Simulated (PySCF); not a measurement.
**Highest orbital energy against ionisation energy along group 16**

Calculated with PySCF 2.14, no spin-orbit coupling. Each cell gives −ε(HOMO) / ΔSCF in eV; NIST values include spin-orbit coupling, (s) semi-empirical, (t) theoretical.

```
                           species              UHF              LDA              PBE             PBE0           r2SCAN  NIST (lowest levels)
 O⁺ (dyall-av2z, non-relativistic)  36.210 / 34.588  26.448 / 35.593  26.369 / 35.286  28.978 / 35.320  27.298 / 35.497                35.121
 S⁺ (dyall-av2z, non-relativistic)  23.460 / 22.726  17.916 / 23.402  17.930 / 23.314  19.494 / 23.376  18.485 / 23.509                23.338
Se⁺ (dyall-av2z, non-relativistic)  21.418 / 20.820  16.483 / 21.457  16.428 / 21.284  17.864 / 21.374  16.951 / 21.554         21.196 ± 0.01
Te⁺ (dyall-av2z, non-relativistic)  18.779 / 18.289  14.616 / 18.894  14.540 / 18.706  15.790 / 18.804  14.985 / 18.936            18.6 ± 0.4
```

Task: How far is −ε(HOMO) from ΔSCF on average for each method, and why?

Result: UHF 0.86 eV; LDA -5.97 eV; PBE -5.83 eV; PBE0 -4.19 eV; r2SCAN -5.44 eV. Hartree-Fock orbital energies lack relaxation and so exceed the ΔSCF value; semilocal functionals have convex E(N) from self-interaction, so their HOMO lies far too high; exact exchange moves hybrids part of the way back.
